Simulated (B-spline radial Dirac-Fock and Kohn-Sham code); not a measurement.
## Two-hole binding energies of Ta⁵⁺

System: the Ta⁵⁺ ion, [Xe] 4f14.

Model: ΔSCF Dirac-Fock with Breit, self-energy and vacuum polarisation, finite nucleus, configuration average. Program: a radial finite-basis atomic code. U is the two-hole binding energy less the two single-hole energies, the effective repulsion of the holes after relaxation. Each two-hole energy is an average over J within one jj subconfiguration.

```
          holes  E(a) (eV)  E(b) (eV)  E(ab) (eV)  U (eV)
   1s⁻¹ 2p1/2⁻¹    67479.3    11205.6     79088.3   403.4
           2s⁻²    11757.0    11757.0     23732.1   218.1
   2s⁻¹ 2p3/2⁻¹    11757.0     9949.8     21900.9   194.1
2p1/2⁻¹ 2p3/2⁻¹    11205.6     9949.8     21395.0   239.6
   2s⁻¹ 3p3/2⁻¹    11757.0     2266.6     14109.1    85.5
   2p1/2⁻¹ 3s⁻¹    11205.6     2783.3     14077.6    88.7
   2s⁻¹ 3d5/2⁻¹    11757.0     1803.6     13654.2    93.6
2p1/2⁻¹ 3d3/2⁻¹    11205.6     1862.0     13163.1    95.5
   2p3/2⁻¹ 3s⁻¹     9949.8     2783.3     12819.8    86.8
2p3/2⁻¹ 3p1/2⁻¹     9949.8     2540.5     12585.2    94.9
2p3/2⁻¹ 3d3/2⁻¹     9949.8     1862.0           ?       ?
        4d3/2⁻²      311.3      311.3       652.5    29.8
        4d5/2⁻²      299.8      299.8       629.3    29.7
        5p1/2⁻²      109.0      109.0       236.9    18.9
```

Q: Give the missing two-hole energy and U.

A: E(ab) = 11910.6 eV and U = 98.9 eV.

Values without a named source are computed, but for edge energies of neutral atoms, which are taken from tables.
